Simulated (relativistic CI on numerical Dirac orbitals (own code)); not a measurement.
# Line list: Electric-dipole lines, Xe XII

Computed by Dirac-Coulomb-Breit CI, separate exchange-only KLI orbitals for each configuration, a model potential for QED, unscaled Slater integrals (own radial code, finite nucleus).

Configuration list (outside the closed core [Ar] 3d10): 4s2.4p6.4d7, 4s2.4p5.4d8, 4s2.4p6.4d6.4f, 4s2.4p6.4d6.5s, 4s.4p6.4d8, 4s2.4p6.4d6.5p, 4s2.4p5.4d7.4f, 4s2.4p6.4d5.4f.5s, 4s2.4p6.4d6.5d, 4s2.4p6.4d5.5s.5p, 4s.4p6.4d7.4f, 4s2.4p6.4d6.6s, 4s2.4p6.4d6.5f, 4s2.4p6.4d6.6p, 4s2.4p5.4d7.5s, 4s2.4p6.4d6.5g, 4s2.4p6.4d6.7s, 4s2.4p6.4d6.6f, 4s2.4p6.4d6.7p, 4s2.4p6.4d5.5s2, 4s2.4p6.4d4.4f.5s2, 4s2.4p6.4d4.5s2.5p, 4s2.4p5.4d5.4f.5s2, 4p6.4d9, 4p5.4d10, 4p5.4d9.4f, 4p6.4d8.5s, 4p5.4d9.5s, 4p5.4d8.4f.5s. Double excitations out of closed p, d and f shells are left out; levels of such configurations are missing from the list, as are those of other unlisted configurations, and high levels can miss mixing partners.

```tsv
λ vac (nm)	Lower	Upper	A (s⁻¹)	log gf	S velocity/length
11.809	4s2.4p6.4d7 4F_9/2 [1]	4s2.4p6.4d6.5p 4G°_9/2 [394]	1.91e+10	-0.40	0.83
11.914	4s2.4p6.4d7 4F_9/2 [1]	4s2.4p6.4d6.4f 2F°_7/2 [370]	8.12e+09	-0.86	0.86
11.925	4s2.4p6.4d7 4F_9/2 [1]	4s2.4p6.4d6.5p 4D°_7/2 [368]	1.56e+10	-0.57	0.81
11.994	4s2.4p6.4d7 4F_9/2 [1]	4s2.4p6.4d6.5p 4F°_7/2 [350]	4.00e+10	-0.16	0.83
12.003	4s2.4p6.4d7 4F_7/2 [2]	4s2.4p6.4d6.5p 4G°_9/2 [394]	5.29e+10	0.06	0.84
12.018	4s2.4p6.4d7 4F_7/2 [2]	4s2.4p6.4d6.5p 4G°_7/2 [390]	1.41e+10	-0.61	0.88
12.059	4s2.4p6.4d7 4F_5/2 [3]	4s2.4p6.4d6.5p 4H°_7/2 [400]	1.06e+10	-0.73	0.82
12.061	4s2.4p6.4d7 4F_9/2 [1]	4s2.4p6.4d6.5p 4F°_9/2 [333]	7.51e+10	0.21	0.83
12.074	4s2.4p6.4d7 4F_9/2 [1]	4s2.4p6.4d6.5p 4G°_11/2 [330]	5.38e+10	0.15	0.85
12.075	4s2.4p6.4d7 4F_5/2 [3]	4s2.4p6.4d6.5p 4G°_7/2 [397]	2.92e+10	-0.29	0.84
12.108	4s2.4p6.4d7 4F_3/2 [4]	4s2.4p6.4d6.5p 2F°_5/2 [396]	2.02e+10	-0.57	0.83
12.114	4s2.4p6.4d7 4F_9/2 [1]	4s2.4p6.4d6.4f 2I°_11/2 [322]	1.06e+10	-0.55	0.82
12.122	4s2.4p6.4d7 4F_9/2 [1]	4s2.4p6.4d6.5p 4D°_7/2 [321]	5.09e+10	-0.05	0.82
12.125	4s2.4p6.4d7 4F_9/2 [1]	4s2.4p6.4d6.4f 4H°_7/2 [320]	1.27e+10	-0.65	0.89
12.138	4s2.4p6.4d7 4F_7/2 [2]	4s2.4p6.4d6.5p 4F°_5/2 [363]	3.37e+10	-0.35	0.83
12.149	4s2.4p6.4d7 4F_3/2 [4]	4s2.4p6.4d6.5p 4D°_3/2 [385]	2.31e+10	-0.69	0.81
12.172	4s2.4p6.4d7 4F_7/2 [2]	4s2.4p6.4d6.5p 4F°_5/2 [355]	1.19e+10	-0.80	0.81
12.193	4s2.4p6.4d7 4F_7/2 [2]	4s2.4p6.4d6.5p 4F°_7/2 [350]	1.07e+10	-0.72	0.84
12.320	4s2.4p6.4d7 4F_9/2 [1]	4s2.4p6.4d6.5p 6D°_9/2 [281]	9.80e+09	-0.65	0.80
12.326	4s2.4p6.4d7 4P_3/2 [5]	4s2.4p6.4d6.5p 4P°_1/2 [374]	5.88e+10	-0.57	0.82
12.329	4s2.4p6.4d7 4F_5/2 [3]	4s2.4p6.4d6.5p 4D°_3/2 [340]	3.02e+10	-0.56	0.83
12.492	4s2.4p6.4d7 4F_9/2 [1]	4s2.4p6.4d6.5p 6F°_7/2 [242]	1.92e+10	-0.44	0.81
57.436	4s2.4p6.4d6.5s 6D_7/2 [21]	4s2.4p6.4d6.5p 6F°_9/2 [325]	1.50e+09	-0.13	0.46
58.431	4s2.4p6.4d6.5s 6D_9/2 [20]	4s2.4p6.4d6.4f 2I°_11/2 [287]	7.56e+08	-0.33	0.45
58.490	4s2.4p6.4d6.5s 6D_9/2 [20]	4s2.4p6.4d6.5p 6F°_11/2 [286]	4.87e+09	0.48	0.45
59.745	4s2.4p6.4d6.5s 6D_3/2 [23]	4s2.4p6.4d6.5p 6F°_5/2 [323]	1.93e+09	-0.21	0.44
60.050	4s2.4p6.4d6.5s 6D_5/2 [22]	4s2.4p6.4d6.5p 6P°_7/2 [309]	3.29e+09	0.15	0.44
60.895	4s2.4p6.4d6.5s 4D_7/2 [25]	4s2.4p6.4d6.5p 4F°_9/2 [333]	1.59e+09	-0.05	0.40
61.710	4s2.4p6.4d6.5s 4D_3/2 [27]	4s2.4p6.4d6.5p 4F°_5/2 [363]	2.42e+09	-0.08	0.41
61.734	4s2.4p6.4d6.5s 4D_7/2 [25]	4s2.4p6.4d6.5p 4P°_5/2 [329]	2.12e+09	-0.14	0.41
62.036	4s2.4p6.4d6.5s 4D_5/2 [26]	4s2.4p6.4d6.5p 4F°_7/2 [350]	2.45e+09	0.05	0.40
62.129	4s2.4p6.4d6.5s 4D_7/2 [25]	4s2.4p6.4d6.5p 6F°_9/2 [325]	1.34e+09	-0.11	0.43
62.479	4s2.4p6.4d6.5s 4D_7/2 [25]	4s2.4p6.4d6.5p 4D°_7/2 [321]	1.66e+09	-0.11	0.37
62.535	4s2.4p6.4d6.5s 6D_7/2 [21]	4s2.4p6.4d6.5p 6D°_9/2 [281]	2.91e+09	0.23	0.41
67.241	4s2.4p6.4d6.5s 6D_7/2 [21]	4s2.4p6.4d6.5p 6F°_7/2 [242]	1.04e+09	-0.25	0.38
70.615	4s2.4p6.4d6.5s 6D_9/2 [20]	4s2.4p6.4d6.5p 6D°_9/2 [192]	2.58e+09	0.29	0.34
70.729	4s2.4p6.4d6.5s 4H_13/2 [35]	4s2.4p6.4d6.5p 4G°_11/2 [330]	1.35e+09	0.09	0.31
71.386	4s2.4p6.4d6.5s 6D_9/2 [20]	4s2.4p6.4d6.5p 6D°_7/2 [186]	1.69e+09	0.01	0.33
71.487	4s2.4p6.4d6.5s 4H_13/2 [35]	4s2.4p6.4d6.5p 2I°_13/2 [327]	1.18e+09	0.10	0.33
71.648	4s2.4p6.4d6.5s 6D_7/2 [21]	4s2.4p6.4d6.5p 6D°_5/2 [213]	1.95e+09	-0.05	0.33
72.124	4s2.4p6.4d6.5s 4H_13/2 [35]	4s2.4p6.4d6.4f 2I°_11/2 [322]	7.77e+08	-0.14	0.31
72.375	4s2.4p6.4d6.5s 6D_5/2 [22]	4s2.4p6.4d6.5p 6D°_3/2 [217]	2.48e+09	-0.11	0.33
72.471	4s2.4p6.4d6.5s 4G_9/2 [31]	4s2.4p6.4d6.5p 4H°_9/2 [306]	9.58e+08	-0.12	0.32
73.499	4s2.4p6.4d6.5s 4H_7/2 [32]	4s2.4p6.4d6.5p 4H°_9/2 [306]	8.80e+08	-0.15	0.31
76.059	4s2.4p6.4d6.5s 2H_11/2 [43]	4s2.4p6.4d6.5p 2I°_13/2 [327]	9.12e+08	0.04	0.29
```

Terms are leading LS components. Brackets give the number of a level in order of energy, since labels repeat. The list gives strong lines, with weight on those to low levels, among the lowest 400 of 9566 levels, so that lines to higher ones, which can be the strongest, are missing. Levels whose partners in the same complex of configurations lie outside the list can be far off, and so can their lines. Rates are taken at the computed energies, electric ones in the length gauge. A velocity-to-length ratio far from 1 marks an uncertain rate.

At this charge energies of transitions that change n are usually good to better than 1 %, and those within a shell (Δn = 0) to a few per cent. Terms inside the open d or f shell come out 10 to 20 % too wide with unscaled integrals. Levels and lines within the n = 5 or 6 shells can be off by up to 10 % or somewhat more, and those that change n by about 2 %, since core polarisation is missing.

LS names give the leading component of a level, which can be under half, so a name can repeat, a term be missing and a line seem to break the LS rules.
